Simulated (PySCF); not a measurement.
C₂H₄N, SMILES [CH]=NC, multiplicity 2. Atoms are numbered in the order given.

```xyz
7

C     -0.0626    -1.3134     0.0000
N      0.4565    -0.2178     0.0000
C     -0.1441     1.1103     0.0000
H     -1.1188    -1.6270     0.0000
H      0.2006     1.6518    -0.8810
H      0.2006     1.6518     0.8810
H     -1.2381     1.0667     0.0000
```
Charge 0, spin multiplicity 2.

Geometry: B3LYP-D3(BJ)/def2-TZVP. The isomer is the one that the SMILES or the coordinates give; other isomers of the formula were not compared.

All values below come from PySCF with PBE/def2-TZVPD.

Mulliken values depend strongly on the basis, most of all with diffuse functions as here. Atomic charges (e):

```json
[
 {"atom": "C1", "meta-Löwdin": "-0.11", "Mulliken": "-0.16", "Mulliken spin": "0.70"},
 {"atom": "N2", "meta-Löwdin": "-0.13", "Mulliken": "-0.09", "Mulliken spin": "0.08"},
 {"atom": "C3", "meta-Löwdin": "-0.26", "Mulliken": "-0.60", "Mulliken spin": "0.12"},
 {"atom": "H4", "meta-Löwdin": "0.11", "Mulliken": "0.17", "Mulliken spin": "0.13"},
 {"atom": "H5", "meta-Löwdin": "0.14", "Mulliken": "0.21", "Mulliken spin": "-0.01"},
 {"atom": "H6", "meta-Löwdin": "0.14", "Mulliken": "0.21", "Mulliken spin": "-0.01"},
 {"atom": "H7", "meta-Löwdin": "0.11", "Mulliken": "0.26", "Mulliken spin": "-0.01"}
]
```
